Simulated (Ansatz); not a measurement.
Reaction (redistribution): `[CH3][W](=[O])(=[S])[Cl]` + `C[SiH](Cl)[SiH2]O` → `[O]=[W]([OH])(=[S])[Cl]` + `C[SiH2][SiH](C)Cl`

Gas-phase electronic energies from Ansatz, PBE0-D4/def2-TZVP geometries. CBS: MP2 limit from def2 TZ/QZ plus the TZ coupled-cluster correction, frozen cores. Functionals use def2-TZVPP. B3LYP here is the variant with VWN-RPA as its local correlation; programs differ in this. def2 core potentials past Kr. For W outer-core shells are correlated without core-valence functions, which leaves a few kJ/mol of doubt a bond. One conformer a species, not always the lowest.

| level | ΔE (eV) |
| --- | --- |
| B3LYP | -0.28 |
| MP2/CBS(def2) | -0.18 |

(1) What does CCSD(T)/CBS give? (Estimate.)

Largest T1 diagnostic among the species: 0.023, so the coupled-cluster value is less sure than usual.

Results:

(1) Computed: -0.20 eV. The listed levels differ from it by -0.08, 0.02 eV.

From PBE to PBE0 (25 % exact exchange), in def2-TZVPP and without D4, ΔE moves by +0.05 eV.
